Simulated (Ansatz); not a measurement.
CH4Ge, SMILES `[CH3][GeH]` (lower singlet) (charge 0, multiplicity 1). This singlet lies 1.08 eV below the relaxed triplet at the level frozen-core CCSD(T)/cc-pVTZ // PBE0-D3(BJ)/def2-TZVP (Ansatz, a first-principles code).

The numbers are results of frozen-core CCSD(T)/cc-pVTZ // PBE0-D3(BJ)/def2-TZVP (Ansatz), not measurements.

Ansatz 0.2 input:
```yaml
crystal:
  periodic: [false, false, false]
  atoms:
    - { symbol: C, position_ang: [-0.558828, -0.03051, -0.043766] }
    - { symbol: Ge, position_ang: [1.243159, -0.757622, -0.469771] }
    - { symbol: H, position_ang: [-0.686874, 0.012035, 1.04342] }
    - { symbol: H, position_ang: [-1.36579, -0.618615, -0.480394] }
    - { symbol: H, position_ang: [-0.627939, 1.003006, -0.40055] }
    - { symbol: H, position_ang: [1.99627, 0.391705, 0.351057] }
basis:
  gaussian: { orbitals: cc-pVTZ }
correlation:
  method: ccsd_t
```

Output:

```
Functional definition: HF
750 factors; integrals over basis functions are off by at most 1.3e-3 eV
mean field evaluation 1: about -57565.7995 eV, gradient 2.6e1 eV
mean field evaluation 2: about -57565.8312 eV, gradient 2.6e1 eV
mean field evaluation 4: about -57567.6516 eV, gradient 2.3e0 eV
mean field evaluation 8: about -57567.6842 eV, gradient 1.6e-1 eV
mean field evaluation 16: about -57567.6474 eV, gradient 4.3e-1 eV
mean field -57567.68441946 eV, -2115.5733816371 hartree, gradient 9.9e-6 eV, S^2 0.000000; 0 other end points of the search recorded, 0 dependent functions left out; unrestricted orbitals would lower it
10 core orbitals not correlated
reference -57567.68441946 eV, -2115.5733816371 hartree; 11, 11 occupied and 108, 108 virtual orbitals, 750 factors
second order -9.73121780 eV of doubles, -0.00000000 eV of singles
cycle   1  -10.14830602 eV  change   -4.2e-1 eV  update   7.9e-2
cycle   2  -10.50555998 eV  change   -3.6e-1 eV  update   2.7e-2
cycle   3  -10.54937781 eV  change   -4.4e-2 eV  update   1.2e-2
cycle   4  -10.54761607 eV  change    1.8e-3 eV  update   3.8e-3
cycle   5  -10.54750116 eV  change    1.1e-4 eV  update   1.1e-3
cycle   6  -10.54711795 eV  change    3.8e-4 eV  update   4.0e-4
cycle   7  -10.54716573 eV  change   -4.8e-5 eV  update   1.2e-4
cycle   8  -10.54720302 eV  change   -3.7e-5 eV  update   4.3e-5
cycle   9  -10.54720036 eV  change    2.7e-6 eV  update   1.3e-5
perturbative correction -0.42697761 eV, -0.0156911379 hartree
Total energy: -57578.65859744 eV, -2115.9766752392 hartree
```
